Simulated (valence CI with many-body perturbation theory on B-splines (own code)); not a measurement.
## As XXVII: key properties

Level of theory: valence CI with perturbative core correlation (CI+MBPT): five valence electrons over a frozen Dirac-Fock core [He], radial functions for each j: 9 s, 9 p, 8 d, 6 f, 3 g, 1 h, with the one-electron correlation potential Σ1 (screened to all orders), the two-electron term Σ2, the three-electron term Σ3, Breit, model QED; selected single and double excitations, second order for the rest (own B-spline code, finite nucleus).

The last digits are not significant, and no measured levels were compared; by estimate large intervals hold to a few tenths of a per cent, small ones and those within an open d or f shell to about a per cent. Among the levels kept, up to 1600 cm⁻¹ of a level comes from second order outside the variational space, and about a tenth of that is noise between levels of different J, which matters for small intervals.

Levels are named by their leading jj configuration (3d3/2^4 stands for four electrons in 3d with j = 3/2), which in mixed levels can hold well under half, so a name can repeat and another be missing.

Rates and lifetimes use the calculated energies. Strong lines usually hold to 10 to 20 %, long lifetimes can be off by a factor of two.

What is the ground level?

(2s^2 2p1/2^2 2p3/2) J=3/2, composition 58 % 2s2 2p3 4S° + 29 % 2s2 2p3 2P° + 13 % 2s2 2p3 2D°, g = 1.643.

What are the static dipole polarisabilities of the lowest levels?

(2s^2 2p1/2^2 2p3/2) J=3/2 0.00379 (tensor 0.00031); (2s^2 2p1/2 2p3/2^2) J=3/2 0.00395 (tensor 0.00053); (2s^2 2p1/2 2p3/2^2) J=5/2 0.00378 (tensor 0.00027); (2s^2 2p1/2 2p3/2^2) J=1/2 0.00340 bohr³, of which the core gives 7.46e-06.

Where does the other parity begin?

At (2s 2p1/2^2 2p3/2^2) J=5/2, 10.49 Ry.

What is the ionisation energy?

2765.3 eV; NIST lists 2766 ± 21 eV (semi-empirical).

Name the longest-lived excited levels whose lifetime is computed, and their main decay.

(2s^2 2p1/2 2p3/2^2) J=5/2 at 3.19 Ry lives 15.5 μs, mostly by M1 to (2s^2 2p1/2^2 2p3/2) J=3/2; (2s^2 2p1/2 2p3/2^2) J=3/2 at 2.40 Ry lives 2.80 μs, mostly by M1 to (2s^2 2p1/2^2 2p3/2) J=3/2; (2s^2 2p1/2 2p3/2^2) J=1/2 at 4.26 Ry lives 1.83 μs, mostly by M1 to (2s^2 2p1/2^2 2p3/2) J=3/2.
